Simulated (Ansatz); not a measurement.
BH₄PSSe, 8 atoms. The species carries charge 0 and has multiplicity 1. Correlated methods include outer-core shells of Se, which these sets cover unevenly. Scalar relativity is left out up to krypton. The bonds changed during the relaxation, so this is another structure than the one it started from. All runs use 4 threads of a server CPU on a shared host. Correlated methods freeze the cores.

Problem. How many basis functions does each run have, and how long does it take in Ansatz? RHF-CCSD(T)/def2-SVP energy; RHF-MP2/def2-QZVPP energy; RKS BLYP-D4/def2-TZVPP energy; RKS PBE0-D4/def2-TZVP frequencies; RKS ωB97M-V/def2-QZVPP energy; direct RPA on PBE orbitals/def2-TZVPP energy; RKS BHLYP-D4/def2-TZVPP energy; RKS PBE0-D4/def2-TZVP relaxation (7 steps); RKS ωB97M-V/def2-SVP energy; RKS PBE0-D4/def2-SVP energy; RKS PBE0-D4/def2-QZVPP energy; RKS B2PLYP (frozen core)/def2-TZVPP energy. (Estimate.)

Solution. Computed: Other jobs shared the machine, so times are rough.

| level | job | functions | wall time | peak host memory (GiB) |
| --- | --- | --- | --- | --- |
| RKS PBE0-D4/def2-SVP | energy | 102 | 0.95 s | 0.21 |
| RKS BLYP-D4/def2-TZVPP | energy | 219 | 1.7 s | 0.3 |
| RKS BHLYP-D4/def2-TZVPP | energy | 219 | 2.8 s | 0.71 |
| RHF-CCSD(T)/def2-SVP | energy | 102 | 3.2 s | 0.38 |
| direct RPA on PBE orbitals/def2-TZVPP | energy | 219 | 3.3 s | 0.46 |
| RKS ωB97M-V/def2-SVP | energy | 102 | 4 s | 0.33 |
| RKS B2PLYP (frozen core)/def2-TZVPP | energy | 219 | 4.5 s | 0.56 |
| RKS PBE0-D4/def2-QZVPP | energy | 406 | 7 s | 1.6 |
| RHF-MP2/def2-QZVPP | energy | 406 | 15 s | 2.1 |
| RKS ωB97M-V/def2-QZVPP | energy | 406 | 16 s | 1.9 |
| RKS PBE0-D4/def2-TZVP | relaxation (7 steps) | 177 | 23 s | 0.52 |
| RKS PBE0-D4/def2-TZVP | frequencies | 177 | 100 s | 0.51 |
